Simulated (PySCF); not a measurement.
PBE0 on Hf (hafnium, neutral), [Xe] 4f14 5d1 6s2 7s1, 7s spin antiparallel (an excited configuration). All numbers are calculated (PySCF 2.14, a scalar-relativistic core potential, in aug-cc-pVDZ-PP with ECP60MDF).

```
cycle= 1 E= -48.2541303449464  delta_E= -0.00587  |g|= 0.0199  |ddm|= 0.948
cycle= 2 E= -48.2561863891329  delta_E= -0.00206  |g|= 0.0124  |ddm|= 0.221
cycle= 3 E= -48.2580872375998  delta_E= -0.0019  |g|= 0.0129  |ddm|= 0.107
cycle= 4 E= -48.2590885699056  delta_E= -0.001  |g|= 0.0128  |ddm|= 0.0592
cycle= 5 E= -48.2605546821364  delta_E= -0.00147  |g|= 0.027  |ddm|= 0.944
cycle= 6 E= -48.2635017362461  delta_E= -0.00295  |g|= 0.00335  |ddm|= 0.422
cycle= 7 E= -48.26346551392  delta_E= 3.62e-05  |g|= 0.00254  |ddm|= 0.0888
cycle= 8 E= -48.2635270729403  delta_E= -6.16e-05  |g|= 0.000234  |ddm|= 0.0491
cycle= 9 E= -48.2635273976934  delta_E= -3.25e-07  |g|= 0.00011  |ddm|= 0.00232
cycle= 10 E= -48.2635274948448  delta_E= -9.72e-08  |g|= 1.76e-05  |ddm|= 0.00173
cycle= 11 E= -48.2635274977939  delta_E= -2.95e-09  |g|= 1.61e-06  |ddm|= 0.000381
cycle= 12 E= -48.2635274978421  delta_E= -4.82e-11  |g|= 2.64e-06  |ddm|= 0.000133
converged SCF energy = -48.2635274978421  <S^2> = 1.5977056  2S+1 = 2.7186067
```

Highest occupied orbital energy: -1.774 eV; ⟨L²⟩ = 8.34; populations by l: s 4.61, p 6.00, d 1.39, f 0.00.

Task: Can this result be used?

Result: Not for this state. The calculation finished and met its thresholds. ⟨L²⟩ = 8.34 against 6 for a pure D term, so this real determinant mixes terms. Energies and moments cover only the electrons outside the core potential. Spin-orbit coupling, absent here, splits the open shell strongly. The outer electron is Rydberg-like, and this basis confines it to a smaller radius and binds it less than a complete one would. With the s spin flipped the determinant is a mixture of two multiplicities, not a spectroscopic state. The s, p, d and f populations moved away from the nominal configuration during the SCF.
